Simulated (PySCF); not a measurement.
Estimate the missing entries of this data sheet.

2-hexanone, C₆H₁₂O.
SMILES with atom numbers: `[CH3:1][CH2:2][CH2:3][CH2:4][C:5]([CH3:6])=[O:7]` (hydrogens: H8, H9, H10 on C1; H11, H12 on C2; H13, H14 on C3; H15, H16 on C4; H17, H18, H19 on C6)

Geometry (PBE0-D3(BJ)/def2-TZVP, Å), atoms numbered from 1 in this order:
```
atom  x, y, z in Å
C1    -3.089   -0.297    0.026
C2    -1.778    0.437   -0.190
C3    -0.566   -0.405    0.171
C4     0.742    0.329   -0.037
C5     1.972   -0.475    0.312
C6     3.289    0.250    0.216
O7     1.908   -1.631    0.650
H8    -3.200   -0.602    1.071
H9    -3.948    0.327   -0.232
H10   -3.138   -1.202   -0.586
H11   -1.702    0.753   -1.238
H12   -1.771    1.359    0.403
H13   -0.635   -0.729    1.214
H14   -0.559   -1.325   -0.421
H15    0.848    0.650   -1.082
H16    0.770    1.260    0.544
H17    4.110   -0.443    0.390
H18    3.324    1.050    0.961
H19    3.399    0.723   -0.763
```

```json
{"property": "rotational constants A, B, C", "level": "PBE0-D3(BJ)/def2-TZVP", "value": "?"}
{"property": "dipole moment", "level": "PBE0/pcSseg-2", "value": "2.89 D"}
{"property": "HOMO energy", "level": "PBE0/pcSseg-2", "value": "?"}
{"property": "LUMO energy", "level": "PBE0/pcSseg-2", "value": "-0.32 eV"}
{"property": "13C chemical shifts (computed TMS as zero) by class", "level": "GIAO PBE0/pcSseg-2", "value": "218.7 (C5), 48.4 (C4), 31.6 (C6), 30.0 (C3), 27.8 (C2), 17.1 (C1) ppm"}
{"property": "1H chemical shifts (computed TMS as zero) by class", "level": "GIAO PBE0/pcSseg-2", "value": "?"}
{"property": "isotropic shieldings of nuclei other than C and H, by class", "level": "GIAO PBE0/pcSseg-2", "value": "?"}
```

Electronic properties: PySCF, gas phase, density fitting. The structure is a single PBE0-D3(BJ)/def2-TZVP conformer in the gas phase; no vibrational or solvent corrections. NMR classes are plain means over equivalent atoms (diastereotopic ones count apart unless rotation or inversion swaps them), as if these changed places fast; in this geometry the members of some classes differ.

(1) Give the HOMO energy.

(2) What are the isotropic shieldings of nuclei other than C and H, by class?

(3) What are the 1H chemical shifts (computed TMS as zero) by class?

(4) What are the rotational constants A, B, C?

## Answers

(1) -7.17 eV.

(2) -334 (O7) ppm.

(3) 2.44 (H15/H16), 2.09 (H17/H18/H19), 1.46 (H13/H14), 1.19 (H11/H12), 1.00 (H8/H9/H10) ppm.

(4) 7.591, 1.050, 0.949 GHz.

The dipole matches unit charges of opposite sign 0.60 Å apart (1 e·Å = 4.8032 D). The rotational constants make it an asymmetric top with κ = (2B − A − C)/(A − C) = -0.97, nearer the prolate limit (−1). With B = h/(8π²I), that is 505.379 GHz u Å² over I, the principal moments of inertia are 66.6, 481.5 and 532.4 u Å² (most abundant isotopes).
